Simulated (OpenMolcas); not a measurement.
Multiconfigurational calculation on Tl+

Input:

```
&GATEWAY
Coord
1

Tl 0.0 0.0 0.0
Basis=ANO-R1
Group=XYZ
NoMove
AngMom=0.0 0.0 0.0
AMFI
&SEWARD
&RASSCF
FileOrb=start.orb
Symmetry=1
Spin=3
nActEl=2 0 0
Inactive=20 19
Ras2=1 3
CIRoot=3 3 1
SDav=3
CIMx=300
Iter=120 100
PrWF=0.3
OrbListing=Nothing
MaxOrb=0
Atom
>>> COPY $Project.JobIph JOB001
&RASSCF
FileOrb=start.orb
Symmetry=1
Spin=1
nActEl=2 0 0
Inactive=20 19
Ras2=1 3
CIRoot=1 1 1
SDav=7
CIMx=300
Iter=120 100
PrWF=0.3
OrbListing=Nothing
MaxOrb=0
Atom
>>> COPY $Project.JobIph JOB002
&RASSCF
FileOrb=start.orb
Symmetry=2
Spin=3
nActEl=2 0 0
Inactive=20 19
Ras2=1 3
CIRoot=3 3 1
SDav=3
CIMx=300
Iter=120 100
PrWF=0.3
OrbListing=Nothing
MaxOrb=0
Atom
>>> COPY $Project.JobIph JOB003
&RASSCF
FileOrb=start.orb
Symmetry=2
Spin=1
nActEl=2 0 0
Inactive=20 19
Ras2=1 3
CIRoot=3 3 1
SDav=3
CIMx=300
Iter=120 100
PrWF=0.3
OrbListing=Nothing
MaxOrb=0
Atom
>>> COPY $Project.JobIph JOB004
&RASSI
NrOfJobIphs=3 1 3 3
1
1 2 3
1 2 3
IphNames
JOB002
JOB003
JOB004
EJob
SpinOrbit
DIPRint=1.0
SOCoupling=1000.0
Subsets=2
MEES
Property=10
'ANGMOM' 1 'ANGMOM' 2 'ANGMOM' 3 'MLTPL  1' 1 'MLTPL  1' 2 'MLTPL  1' 3
'AMFI' 1 'AMFI' 2 'AMFI' 3 'MLTPL  2' 6
SOProperty=3
'ANGMOM' 1 'ANGMOM' 2 'ANGMOM' 3
```

Launched by
```bash
OMP_NUM_THREADS=1 MOLCAS_MEM=2252 MOLCAS_PROJECT=a pymolcas a.inp > a.log  # once for each step of the input, in one work folder
```

A driver script runs the steps one by one and writes start.orb anew before each from the orbitals found so far.

Output, cut to the results:

```
--- SEWARD ---
Basis set label: TL.ANO-R...7S6P4D2F.

      Electronic valence basis set:
      ------------------
      Associated Effective Charge  81.000000 au
      Associated Actual Charge     81.000000 au
      Nuclear Model: Finite nucleus - Gaussian distribution
        Gaussian exponent, Xi/bohr**(-2):  1.38889E+08

      Shell  nPrim  nBasis  Cartesian Spherical Contaminant
         s      25       7        X
         p      22       6        X
         d      16       4                 X
         f       9       2                 X
                  Relativistic X2C integrals
                  Atomic mean-field integrals
--- RASSCF ---
Wave function specifications:
      -----------------------------

      Number of closed shell electrons          78
      Number of electrons in active shells       2
      Max number of holes in RAS1 space          0
      Max nr of electrons in RAS3 space          0
      Number of inactive orbitals               39
      Number of active orbitals                  4
      Number of secondary orbitals              16
      Spin quantum number                      1.0
      State symmetry                             1
Orbital specifications:
      -----------------------

      Symmetry species                           1   2
                                                ag  au
      Frozen orbitals                            0   0
      Inactive orbitals                         20  19
      Active orbitals                            1   3
      RAS1 orbitals                              0   0
      RAS2 orbitals                              1   3
      RAS3 orbitals                              0   0
      Secondary orbitals                         6  10
      Deleted orbitals                           0   0
      Number of basis functions                 27  32
      Number of CSFs                             3
      Number of root(s) required                 3
      Iter CI   SX   CI       RASSCF       Energy    max ROT     max BLB   max BLB  Level Ln srch  Step   QN
          iter iter root      energy       change     param      element    value   shift minimum  type update
 Nr of preliminary CI iterations:   1
 ###############################################################################
 ###############################################################################
 ###                                                                         ###
 ###                                                                         ###
 ###    WARNING: Problems in orbital optimization.                           ###
 ###                                                                         ###
 ###                                                                         ###
 ###############################################################################
 ###############################################################################
  Warning: In symmetry  1, orbital p=  21 has diagonal density matrix element D(p,p) close to zero. D(p,p)=  0.000000E+00
      Total energies have been shifted. Add               -20000.00 au
        ...
 ###############################################################################
 ###############################################################################
  Warning: In symmetry  1, orbital p=  21 has diagonal density matrix element D(p,p) close to zero. D(p,p)=  0.000000E+00
        4   1    1    0  -243.03831513    1.09E-11   0.00E+00   17  23 2 -2.06E-08   0.50   0.00    SX    NO
      Convergence after  4 iterations
        5   1    1    0  -243.03831513   -1.09E-11   0.00E+00   17  23 2 -2.06E-08   0.50   0.00    SX    NO
      Natural orbitals and occupation numbers for root  1
      sym 1:   0.000000
      sym 2:   1.000000   0.000000   1.000000
      Natural orbitals and occupation numbers for root  2
      sym 1:   0.000000
      sym 2:   1.000000   1.000000   0.000000
      Natural orbitals and occupation numbers for root  3
      sym 1:   0.000000
      sym 2:   0.000000   1.000000   1.000000
::    RASSCF root number  1 Total energy: -20243.03831513
::    RASSCF root number  2 Total energy: -20243.03831513
::    RASSCF root number  3 Total energy: -20243.03831513
--- RASSCF ---
Wave function specifications:
      -----------------------------

      Number of closed shell electrons          78
      Number of electrons in active shells       2
      Max number of holes in RAS1 space          0
...
--- RASSI ---
SPIN-FREE ENERGIES:
  (Shifted by EMIN (a.u.) =     -20243.6210488235)

 SF State       Relative EMIN(au)   Rel lowest level(eV)    D:o, cm**(-1)      L_eff

     1             0.0000000000        0.0000000000              0.0000         0.0
     2             0.2458127625        6.6889060259          53949.6654         1.0
     3             0.2458127625        6.6889060259          53949.6654         1.0
     4             0.2458127625        6.6889060259          53949.6654         1.0
     5             0.3529615203        9.6045722600          77466.0996         1.0
     6             0.3529615203        9.6045722600          77466.0996         1.0
     7             0.3529615203        9.6045722600          77466.0996         1.0
     Dipole printing threshold changed to   1.00000000E+00

++ Dipole transition strengths (spin-free states):
   -----------------------------------------------
     for osc. strength at least  1.00000000E+00

  ( Max oscillator strength is only   0.78979283559569646      )
--
Eigenvalues of complex Hamiltonian:
   -----------------------------------
  (Shifted by EMIN (a.u.) =     -20243.6210488235)

 SO State       Relative EMIN(au)   Rel lowest level(eV)    D:o, cm**(-1)     J-value

     1             0.0000000000        0.0000000000              0.0000         0.0
     2             0.2135811677        5.8118396500          46875.6481         0.0
     3             0.2274535443        6.1893262457          49920.2828         0.8
     4             0.2274535443        6.1893262457          49920.2828         0.8
     5             0.2274535443        6.1893262457          49920.2828         0.7
     6             0.2619285600        7.1274392138          57486.6741         1.5
     7             0.2619285600        7.1274392138          57486.6741         1.6
     8             0.2619285600        7.1274392138          57486.6741         1.6
...
```

The J values that RASSI prints are effective ones from its own formula and need not be integers or half-integers; the table below assigns J from the states.

Levels above the lowest, from the spin-orbit matrix, grouped by J:

| Configuration | Term | J | E (cm⁻¹) | Measured (cm⁻¹) | Term weight % |
| --- | --- | --- | --- | --- | --- |
| 6s² | ¹S | 0 | 0.0 | 0.0 | 100 |
| 6s 6p | ³P° | 0 | 46876 | 49451 | 100 |
| 6s 6p | ³P° | 1 | 49920 | 52394 | 98 |
| 6s 6p | ³P° | 2 | 57487 | 61728 | 100 |
| 6s 6p | ¹P° | 1 | 77958 | 75663 | 98 |

Against the 4 measured excited levels shown (NIST Handbook of Basic Atomic Spectroscopic Data) the mean absolute deviation is 2900 cm-1; the largest miss in energy is 6s 6p ³P°₂: computed 57487, measured 61728 cm⁻¹ (-6.9 %).

Some high roots are left out of the spin-orbit mixing, which shifts the levels that they would mix with. Spin-orbit splittings of 6p shells tend to come out small when the coupling is added on scalar orbitals. Measured partners are found by configuration, term and J. A level has none where our copy of the source lacks it or the pairing is in doubt (some pairs that miss far off the trend of their configuration count as doubtful), and it then counts in no deviation. Levels of configurations outside the active space are missing. The first state left out of the spin-orbit step lies near 130000 cm-1 above the lowest spin-free state of the reference (among the parities and spins computed), and the list stops at four fifths of that energy or lower.

The RASSCF and RASSI steps took 9.5 s on 1 thread of Arm Neoverse V2, on a shared host; the integral step is not counted.

The term weight is that of the spin-free term in the level, not the purity of its configuration. ° marks odd parity.
